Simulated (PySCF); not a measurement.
SMILES S[SiH2][SeH] (H4SSeSi) at its PBE0/def2-SVP optimised geometry (Å):

```
7

S      2.0034    -0.7079     0.0000
Si    -0.1374    -0.7079     0.0000
Se    -0.8905     1.4532     0.0000
H      2.1150     0.0153    -1.1368
H     -0.7312    -1.3954    -1.1844
H     -0.4916    -1.4532     1.2406
H     -2.1150     1.1012    -0.7378
```

Calculation: PBE0/def2-TZVP in PySCF.

Map of the electrostatic potential (hartree/e), clipped to [-0.08, 0.12] on the plane z = 1.0 Å:

```
|...........................|
|...........................|
|...........................|
|...........................|
|...........................|
|.........:::::.............|
|........:=+*+-::...........|
|.......:=%@@@*=:....  .....|
|.......:*@@@@@+-:..     ...|
|.......:#@@@@@*-:.       ..|
|.......:*@@@@@*-:.        .|
|........-#@@@%*=:.        .|
|........:=*%@@@*-:...     .|
|........:=#@@@@@++**=:     |
|......::-+@@@@@@%@@@@+.    |
|.....:::-*@@@@@@@@@@@#:.   |
|....::::-*@@@@@@@@@@@*:.   |
|....::::-+@@@@@@%@@@%=..   |
|.....::::=@@@@%*++*+=:.    |
|......:::-+@@*==---::.     |
|.......::::----:::...     .|
|.........::::::::....     .|
|.............:.......    ..|
|...........................|
|...........................|
|...........................|
|...........................|
```
Scale: ten equal steps from -0.021 (start of ' ') to 0.120 (end of '@'), in the order ' .:-=+*#%@'; x runs from -4.50 to 4.50, y from -4.50 (bottom) to 4.50 (top).
